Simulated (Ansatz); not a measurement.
CH$_{3}$Ag (SMILES [CH3][Ag]), closed shell: a single point displaced at random from a GFN2-xTB minimum.

The input file, in.yaml:

```yaml
crystal:
  periodic: [false, false, false]
  atoms:
    - {symbol: C, position_ang: [-0.289900, 0.012900, -0.079200]}
    - {symbol: Ag, position_ang: [1.773700, -0.763500, 0.725700]}
    - {symbol: H, position_ang: [-1.068800, -0.165300, 0.641600]}
    - {symbol: H, position_ang: [-0.520700, -0.595600, -0.964100]}
    - {symbol: H, position_ang: [-0.292800, 1.245400, -0.267300]}
basis:
  gaussian: {orbitals: def2-TZVPP}
hamiltonian: {xc: {name: wB97M-V}}
output: {forces: true}
```

An equivalent command:

```bash
ansatz run in.yaml --threads 4 --pin off --events-out ev --progress --plain
```

The run's output (Ansatz 0.2.0):

```
Functional definition: wB97M-V
  name "wB97M-V"
  cite "Mardirossian & Head-Gordon, J. Chem. Phys. 144, 214110 (2016) doi:10.1063/1.4952647"
  cite "Becke, J. Chem. Phys. 107, 8554 (1997) doi:10.1063/1.475007"
  cite "Vydrov & Van Voorhis, J. Chem. Phys. 133, 244103 (2010) doi:10.1063/1.3521275"
  # Of w^i u^j: cxij and so on, Table III.
  parameter omega = 0.3/bohr
  parameter cx = 0.15
  parameter cx01 = 1.007
  parameter cx10 = 0.259
  parameter css00 = 0.443
  parameter css04 = -1.437
  parameter css10 = -4.535
  parameter css20 = -3.390
  parameter css43 = 4.278
  parameter cos00 = 1.000
  parameter cos10 = 1.358
  parameter cos20 = 2.924
  parameter cos21 = -8.812
  parameter cos60 = -1.390
  parameter cos61 = 9.142
  parameter b = 6.0
  parameter c = 0.01
  gx(w, u) = 1 - cx + cx01*u + cx10*w
  gss(w, u) = css00 + css04*u^4 + css10*w + css20*w^2 + css43*w^4*u^3
  gos(w, u) = cos00 + cos10*w + (cos20 + cos21*u)*w^2 + (cos60 + cos61*u)*w^6
  exchange = spin_sum(e_x_unif_sr(omega)*gx(b97_w, b97_u_x)) + cx*exact_x_sr(omega) + exact_x_lr(omega)
  correlation = spin_sum(e_c_pw_mod_same_spin*gss(b97_w, b97_u_same))
      + integral(e_c_pw_mod_opposite_spin*gos(b97_w_opposite, b97_u_opposite)) + vv10(b, c)
714 factors; their error is unknown
171 factors; integrals over basis functions are off by at most 1.8e-5 eV
mean field evaluation 1: about -5079.1392 eV, gradient 4.1e1 eV
mean field evaluation 2: about -5079.0291 eV, gradient 4.5e1 eV
mean field evaluation 4: about -5082.2105 eV, gradient 9.6e-1 eV
mean field evaluation 8: about -5082.2275 eV, gradient 3.2e-1 eV
mean field evaluation 16: about -5082.2278 eV, gradient 2.4e-4 eV
mean field -5082.22776201 eV, -186.7684253963 hartree, gradient 5.9e-5 eV, S^2 0.000000; 0 other end points of the search recorded, 0 dependent functions left out
the calculation of the forces begins
reference -5082.22781347 eV, -186.7684272873 hartree; 14, 14 occupied and 115, 115 virtual orbitals, 714 factors
Total energy: -5082.22781347 eV, -186.7684272873 hartree
Atom 0 at    -0.289900     0.012900    -0.079200 Å, force     1.092202     2.462091    -0.222010 eV/Å
Atom 1 at     1.773700    -0.763500     0.725700 Å, force    -1.499045     0.641043    -0.545395 eV/Å
Atom 2 at    -1.068800    -0.165300     0.641600 Å, force    -0.080144    -0.154687     0.500582 eV/Å
Atom 3 at    -0.520700    -0.595600    -0.964100 Å, force     0.251332     0.597812     0.065494 eV/Å
Atom 4 at    -0.292800     1.245400    -0.267300 Å, force     0.235655    -3.546259     0.201329 eV/Å
Dipole moment:     0.535653    -0.241126     0.210907 e Å
```

The lines “mean field evaluation” count trial sets of orbitals through the whole run, from several starts and some on an approximate energy, so they need not fall steadily or lie above the final value.

The run took about 2.6 s on 4 CPU threads (shared host).
